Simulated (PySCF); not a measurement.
Species: C4H9ClSi.
Geometry (PBE0-D3(BJ)/def2-SVP, Å), atoms numbered from 1 in this order:
```xyz
15
C4H9ClSi angstrom
C      1.6342   -0.3530   -1.0833
C      1.5888    0.2783    0.0971
C      0.7289   -0.1697    1.2406
Si    -0.9261    0.7494    1.3331
C      2.3832    1.5318    0.3048
Cl     3.5621    1.3667    1.6546
H      1.0396   -1.2510   -1.2729
H      2.2650    0.0108   -1.8985
H      0.5021   -1.2445    1.1620
H      1.2626   -0.0184    2.1937
H     -0.7079    2.2277    1.4040
H     -1.6830    0.3228    2.5496
H     -1.7420    0.4500    0.1176
H      2.9562    1.7953   -0.5927
H      1.7364    2.3794    0.5759
```

All values: CAM-B3LYP/def2-SVPD (PySCF, non-relativistic), on one gas-phase PBE0-D3(BJ)/def2-SVP geometry that isn't relaxed in the solvent. The solvent is an IEF-PCM continuum (cavity from Bondi-type radii × 1.2), and excitations are vertical TDDFT with non-equilibrium linear response and a frozen core. Only the electrostatic response of the medium enters.

```json
{"run": "gas", "E − E(gas) (kcal/mol)": "0.00", "HOMO (eV)": "-8.71", "HOMO–LUMO gap (eV)": "9.22", "dipole (D)": "1.57", "lowest singlet (eV)": "6.49", "static polarisability (au)": "92.0"}
{"run": "P", "E − E(gas) (kcal/mol)": "-1.49", "HOMO (eV)": "-8.60", "HOMO–LUMO gap (eV)": "9.19", "dipole (D)": "1.80", "lowest singlet (eV)": "6.31", "static polarisability (au)": "105.5"}
{"run": "Q", "E − E(gas) (kcal/mol)": "-3.23", "HOMO (eV)": "-8.53", "HOMO–LUMO gap (eV)": "9.16", "dipole (D)": "2.07", "lowest singlet (eV)": "6.33", "static polarisability (au)": "124.8"}
```

**Question.** The runs were made in acetone and benzene. Which run belongs to which solvent?

**Answer.** P = benzene, Q = acetone. The dielectric constants are 2.271 (benzene), 20.49 (acetone), and the energy falls further as ε rises. The optical constants n² used for the excitations are 2.25, 1.85 in the same order. In this model the ground state sees the solvent through ε alone.

**Question.** How constant is the ratio of the lowering to (ε − 1)/(2ε + 1)?

**Answer.** 
```tsv
solvent	(ε − 1)/(2ε + 1)	E − E(gas) (kcal/mol)	ratio (kcal/mol)	polarisation term (kcal/mol)
benzene	0.229	-1.49	-6.5	-1.60
acetone	0.464	-3.23	-7.0	-3.72
```

The ratio changes by +6.7 % in size from benzene to acetone. The polarisation term is half the interaction of the solute with the induced surface charges.
